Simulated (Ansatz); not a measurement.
Born–Oppenheimer molecular dynamics of AlH$_{7}$OSSi (11 atoms, charge 0, multiplicity 1). It starts at the highest image of a converged band. Of that band: A vibrational analysis at the climbing image gives one clearly imaginary mode, 978i cm⁻¹, and a faint second one (23i cm⁻¹) that may be numerical noise or a soft torsion: probably a first-order saddle point.

Theory: Ansatz 0.2.0, RKS B3LYP-D4/def2-SVP.

```
ensemble                      : NVE (velocity Verlet)
time step                     : 0.5 fs
steps asked                   : 200
starting velocities drawn for : 100 K
seed                          : 7660
```

First frame:

```xyz
11
Properties=species:S:1:pos:R:3
Al 0.016 0.350 0.164
O -0.679 0.289 1.887
Si -1.427 -0.617 3.093
H -2.480 -1.478 2.489
H -0.424 -1.470 3.790
H -2.036 0.335 4.062
H 1.471 -0.263 0.075
H -1.104 0.169 -0.936
S 0.135 2.690 0.851
H 1.400 2.608 1.329
H -0.433 1.560 1.833
```

**Question.** What does the run give?

**Answer.** All steps were run.

* steps done: 200
* time covered: 100 fs
* mean temperature over the second half: 263 K
* spread of the potential energy over the second half: 3.8 meV per atom
* mean potential energy of the second half above the start: -17.2 meV per atom

The conserved energy stayed within 0.042 meV per atom of its start (net change 0.02 meV per atom), so the integration is sound. The kinetic energy rose, since the run started high on the potential surface and went downhill. It ends in pieces (AlH5OSi + H2S), so much of that is their flight and rotation, not heat. A run of 0.1 ps of so small a system gives no equilibrium averages. The orbitals stay closed-shell, which can raise the energy where a bond breaks towards radicals; this wasn't checked here.

**Question.** What happens to the structure?

**Answer.** Between its relaxed ends the band would form O2–H11 and break S9–H11. These pairs go: O2–H11 1.30 → 3.52 Å, S9–H11 1.60 → 1.40 Å. In the last frame they stand as before the step (other bonds may differ from the relaxed reactants and products). Also parted: Al1–S9 2.44 → 3.01 Å. It ends as AlH5OSi + H2S. Pairs count as bonded within 1.25 times the sum of covalent radii (0.12 Å more for H–H). Another seed would give other details.

**Question.** How do temperature and energy run in time?

**Answer.** 
```json
{"time (fs)": "0", "T (K)": "100", "potential energy less start (eV)": "0.000", "conserved less start (meV/atom)": "0.00"}
{"time (fs)": "8", "T (K)": "64", "potential energy less start (eV)": "0.042", "conserved less start (meV/atom)": "0.01"}
{"time (fs)": "16", "T (K)": "135", "potential energy less start (eV)": "-0.041", "conserved less start (meV/atom)": "0.00"}
{"time (fs)": "24", "T (K)": "215", "potential energy less start (eV)": "-0.134", "conserved less start (meV/atom)": "0.00"}
{"time (fs)": "32", "T (K)": "297", "potential energy less start (eV)": "-0.229", "conserved less start (meV/atom)": "0.03"}
{"time (fs)": "40", "T (K)": "284", "potential energy less start (eV)": "-0.214", "conserved less start (meV/atom)": "0.03"}
{"time (fs)": "48", "T (K)": "263", "potential energy less start (eV)": "-0.189", "conserved less start (meV/atom)": "0.00"}
{"time (fs)": "56", "T (K)": "267", "potential energy less start (eV)": "-0.194", "conserved less start (meV/atom)": "0.02"}
{"time (fs)": "64", "T (K)": "298", "potential energy less start (eV)": "-0.230", "conserved less start (meV/atom)": "0.04"}
{"time (fs)": "72", "T (K)": "281", "potential energy less start (eV)": "-0.210", "conserved less start (meV/atom)": "0.01"}
{"time (fs)": "80", "T (K)": "260", "potential energy less start (eV)": "-0.187", "conserved less start (meV/atom)": "-0.01"}
{"time (fs)": "88", "T (K)": "217", "potential energy less start (eV)": "-0.136", "conserved less start (meV/atom)": "0.02"}
{"time (fs)": "96", "T (K)": "221", "potential energy less start (eV)": "-0.141", "conserved less start (meV/atom)": "0.01"}
```

Run time: 8.6 min on 2 threads of Arm Neoverse V1, on a shared host, peak memory 0.22 GiB.
